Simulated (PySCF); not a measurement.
Job file and geometry (Å, from GFN2-xTB) of an NMR shielding run on `C1OCC(=C)[C@]1(F)Cl`, C5H6ClFO, GIAO PBE0/pcSseg-1 NMR shielding, non-relativistic, gas phase (PySCF); density fitting, a coarse starting grid and PySCF grid level 2 are the driver's defaults:

```
$ OMP_NUM_THREADS=1 python probes_run.py task.json out

{"job": {"kind": "nmr", "xc": "PBE0", "basis": "pcSseg-1"}, "charge": 0, "multiplicity": 1}
C      1.984877    -0.179330    -0.324682
C      0.695023     0.049200    -0.163826
C     -0.031734     1.367251    -0.188088
O     -1.414665     1.064404    -0.200546
C     -1.591997    -0.164653     0.452964
C     -0.351964    -0.997241     0.109153
F     -0.010837    -1.840741     1.125501
Cl    -0.611399    -2.016797    -1.342381
H      2.386198    -1.175954    -0.270545
H      2.676338     0.622960    -0.511853
H      0.190535     1.962516    -1.075206
H      0.223848     1.953567     0.708262
H     -2.527474    -0.606052     0.111609
H     -1.617428    -0.039604     1.547472
```

Q: What does the program print?

A: 
```
coarse grid: 12952 points
cycle   1  E = -828.5767080267  dE =  1.277e+00  |g| = 7.698e-01  |ddm| = 3.476e+00
cycle   2  E = -828.4231385643  dE =  1.536e-01  |g| = 1.210e+00  |ddm| = 1.624e+00
cycle   3  E = -828.6860328817  dE = -2.629e-01  |g| = 1.037e-01  |ddm| = 1.078e+00
cycle   4  E = -828.6878848676  dE = -1.852e-03  |g| = 6.080e-02  |ddm| = 1.468e-01
cycle   5  E = -828.6887287100  dE = -8.438e-04  |g| = 1.559e-02  |ddm| = 5.707e-02
cycle   6  E = -828.6887813019  dE = -5.259e-05  |g| = 3.779e-03  |ddm| = 1.557e-02
cycle   7  E = -828.6887846037  dE = -3.302e-06  |g| = 8.291e-04  |ddm| = 3.962e-03
final grid: 122832 points
cycle   8  E = -828.7531450699  dE = -3.495e-05  |g| = 1.152e-02  |ddm| = 3.152e-02
cycle   9  E = -828.7531182170  dE =  2.685e-05  |g| = 1.688e-02  |ddm| = 2.098e-02
cycle  10  E = -828.7531693334  dE = -5.112e-05  |g| = 1.483e-03  |ddm| = 1.356e-02
cycle  11  E = -828.7531697514  dE = -4.179e-07  |g| = 4.195e-04  |ddm| = 1.425e-03
cycle  12  E = -828.7531697886  dE = -3.727e-08  |g| = 1.657e-04  |ddm| = 4.537e-04
cycle  13  E = -828.7531697950  dE = -6.415e-09  |g| = 3.216e-05  |ddm| = 1.707e-04
cycle  14  E = -828.7531697952  dE = -1.987e-10  |g| = 1.025e-05  |ddm| = 4.085e-05
converged SCF energy = -828.7531697952

GIAO shielding tensors (ppm)
atom      isotropic    diamagn.    paramagn.     s11        s22        s33       span
  0 C       67.561     250.149    -182.588    -44.550     69.451    177.781    222.332
  1 C       27.759     263.896    -236.137    -81.473     40.780    123.971    205.444
  2 C      111.915     242.144    -130.230     76.179    101.442    158.123     81.945
  3 O      303.866     393.921     -90.054    222.079    318.857    370.664    148.585
  4 C      102.200     245.422    -143.223     74.957     98.116    133.526     58.570
  5 C       66.385     240.023    -173.638     47.265     59.927     91.964     44.699
  6 F      297.983     473.250    -175.267    226.627    282.217    385.104    158.477
  7 Cl     594.105    1147.150    -553.045    375.835    393.732   1012.747    636.912
  8 H       25.488      29.682      -4.194     21.617     24.193     30.653      9.036
  9 H       26.037      29.592      -3.555     23.401     24.822     29.889      6.489
 10 H       26.803      28.027      -1.224     22.974     25.855     31.580      8.606
 11 H       26.901      28.270      -1.370     22.301     26.466     31.935      9.634
 12 H       27.151      28.179      -1.028     23.637     27.168     30.647      7.010
 13 H       27.401      28.721      -1.319     23.037     27.526     31.641      8.605
```

Q: Turn these shieldings into chemical shifts. References, each an isolated molecule treated in the same way: TMS for $^{13}$C (σref 186.93), $^{1}$H (σref 31.72); H2O for $^{17}$O (σref 336.08); $^{19}$F (σref 170.95) vs CFCl3; HCl for $^{35}$Cl (σref 949.78).

A: Averaging equivalent atoms: C 1: 159.2; C 5: 120.5; C 0: 119.4; C 4: 84.7; C 2: 75.0; O 3: 32.2; F 6: -127.0; Cl 7: 356; H 8: 6.23; H 9: 5.68; H 10: 4.91; H 11: 4.82; H 12: 4.57; H 13: 4.32 ppm. Unscaled 19F shifts against computed CFCl3 carry errors that often reach 10 to 50 ppm. Experimental scales use liquid or dissolved standards, which lie at an offset from isolated H2O (liquid H2O: subtract about 36 ppm).

Size and cost of the density-fitted run: 173 basis functions, 56 s wall time on 1 thread of an Arm Neoverse N1, shared host; peak memory 0.78 GiB.
